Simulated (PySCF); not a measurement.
A survey of 29Si NMR shifts

- GFN2-xTB structure
- shieldings: GIAO PBE0/pcSseg-1
- run in PySCF
- gas phase, one averaged value for each set of equivalent atoms, no relativistic terms, a single conformation

Shieldings were converted by a linear fit to measured shifts: 29Si: δ = 279.94 − 0.822σ (rms 8.9 ppm, 72 shifts, 25.8 ppm with the 6 outliers that the fit left out vs TMS, solution or neat liquid). A few per cent of atoms miss by over 2 rms, more outside the fitted compound classes.

(1) Give the 29Si shifts of `CS[C@@](F)([SiH3])C[SiH3]`, `C1CC[SiH2]C1`, `[SiH3]S[SiH2]P`, `C=C(C#N)C[SiH3]`, `C=C(C)[C@H]([SiH3])/C(F)=C\F`.

(2) Order these by 29Si shift, lowest first.
A. C[Si]1(C)CC1
B. [SiH3]n1cccc1
C. C#C[C@](C)([SiH2]C)C(F)F
D. CC[SiH]1CC1
E. C=C(C)[SiH2]C#N

Answers

(1) 
```csv
compound,environment,δ (ppm)
[CH3:1][S:2][C@@:3]([F:4])([SiH3:5])[CH2:6][SiH3:7],"Si5: silicon bonded to C, 3 H",-54.9
[CH3:1][S:2][C@@:3]([F:4])([SiH3:5])[CH2:6][SiH3:7],"Si7: silicon bonded to C, 3 H",-77.1
C1CC[SiH2]C1,"silicon bonded to 2 C, 2 H, in a 5-membered ring",-34.7
[SiH3:1][S:2][SiH2:3][PH2:4],"Si3: silicon bonded to P, S, 2 H",-30.8
[SiH3:1][S:2][SiH2:3][PH2:4],"Si1: silicon bonded to S, 3 H",-56.8
C=C(C#N)C[SiH3],"silicon bonded to C, 3 H",-60.4
C=C(C)[C@H]([SiH3])/C(F)=C\F,"silicon bonded to C, 3 H",-58.4
```

(2) D (-105.3 ppm, silicon bonded to 3 C, H, in a 3-membered ring), A (-85.0 ppm, silicon bonded to 4 C, in a 3-membered ring), E (-64.4 ppm, silicon bonded to 2 C, 2 H), B (-48.7 ppm, silicon bonded to N, 3 H), C (-32.7 ppm, silicon bonded to 2 C, 2 H).
